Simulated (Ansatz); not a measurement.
The cluster B3F3. Total charge 0; quintet. Geometry PBE0-D4/def2-SVP; atoms count from 1.

Cartesian coordinates in Å:
```
B -0.5458 0.4562 -0.6040
B 0.2995 -1.1226 -0.2963
B 0.6321 0.4827 0.4875
F -1.4304 1.0490 -1.3606
F 1.4400 1.1119 1.2986
F -0.3954 -1.9772 0.4748
```

At PBE0-D4/def2-TZVP a singlet of charge 0 lies 3.52 eV below the quintet, each at its own geometry. The structure comes from a short search, and lower isomers may exist.

(1) Estimate the Mulliken populations from the PBE0/def2-TZVP orbitals of Ansatz.

(2) Where does the spin sit?

(3) And the Mayer bond orders between heavy atoms (over 0.3)?

Results:

(1) 
```tsv
atom	charge (e)	spin (α − β)
B1	0.28	1.03
B2	0.02	1.57
B3	0.28	1.03
F4	-0.18	0.11
F5	-0.18	0.11
F6	-0.21	0.15
```
Mulliken values depend strongly on the basis.

(2) Summed by element: B 3.63, F 0.37, of 4 unpaired in all. Largest on single atoms: B2 1.57, B3 1.03, B1 1.03.

(3) B1–B2 0.65 (1.82 Å); B1–B3 1.23 (1.61 Å); B1–F4 1.24 (1.31 Å); B2–B3 0.65 (1.82 Å); B2–F6 1.21 (1.34 Å); B3–F5 1.24 (1.31 Å).
